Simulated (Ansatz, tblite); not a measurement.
Forces on Ga₂As₃⁻ at its r2SCAN-D4/def2-SVPD geometry. The state is a singlet with charge -1.

The xTB rows come from tblite. The restricted singlet is unstable towards broken spin symmetry in Hartree–Fock (as tested in another run); at PBE-D4/def2-TZVPD this wasn't settled. Another isomer (singlet) lies 0.32 eV lower at PBE0-D4/def2-TZVPD; other spin states weren't run for this one.

GFN1-xTB (tblite), largest force 1.91 eV/Å:

```xyz
5
positions Å, forces eV/Å
Ga   -1.301    2.082   -0.809    1.337   -1.049    0.873
Ga   -0.488   -1.673    0.723    0.069    0.058    0.244
As   -0.578    0.845    1.307   -0.878    0.310   -0.197
As    0.721    0.444   -0.728   -0.384    0.302   -0.895
As    1.646   -1.697   -0.493   -0.144    0.380   -0.025
```

GFN2-xTB (tblite), largest force 0.51 eV/Å:

```
Ga 0.056 -0.003 0.162
Ga -0.285 -0.247 0.135
As 0.170 0.173 -0.444
As -0.145 -0.188 0.265
As 0.204 0.266 -0.119
```

PBE-D4/def2-TZVPD (Ansatz), largest force 0.30 eV/Å:

```
Ga -0.081 0.115 -0.109
Ga -0.164 -0.099 0.076
As -0.046 0.050 0.255
As 0.046 0.096 -0.153
As 0.245 -0.162 -0.069
```
